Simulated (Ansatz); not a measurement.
```json
{"atom": "N", "x (Å)": "1.1173", "y (Å)": "0.0000", "z (Å)": "0.0000"}
{"atom": "C", "x (Å)": "0.3342", "y (Å)": "1.1192", "z (Å)": "0.0000"}
{"atom": "C", "x (Å)": "-0.9829", "y (Å)": "0.7107", "z (Å)": "0.0000"}
{"atom": "C", "x (Å)": "-0.9829", "y (Å)": "-0.7107", "z (Å)": "0.0000"}
{"atom": "C", "x (Å)": "0.3342", "y (Å)": "-1.1192", "z (Å)": "0.0000"}
{"atom": "H", "x (Å)": "2.1270", "y (Å)": "0.0000", "z (Å)": "0.0000"}
{"atom": "H", "x (Å)": "0.7706", "y (Å)": "2.1157", "z (Å)": "0.0000"}
{"atom": "H", "x (Å)": "-1.8524", "y (Å)": "1.3654", "z (Å)": "0.0000"}
{"atom": "H", "x (Å)": "-1.8524", "y (Å)": "-1.3654", "z (Å)": "0.0000"}
{"atom": "H", "x (Å)": "0.7706", "y (Å)": "-2.1157", "z (Å)": "0.0000"}
```

Basis set: def2-TZVP (spherical functions). Frozen core: 5 orbitals. Charge 0, multiplicity 1.

Computed with Ansatz (development build ahead of 0.2.0); each method stands on the lowest determinant of its kind that the runs found. Restricted open shells among the atoms or ions are ROHF, correlated in semicanonical orbitals with singles.

The atomization energy at this shape (free ground-state atoms in the same class of orbitals less the molecule, no zero-point energy) of singlet C4H5N:

| method | atomization energy |
| --- | --- |
| RHF-MP2 | 46.01 eV |

Q: What does RHF give?

A: 33.72 eV.
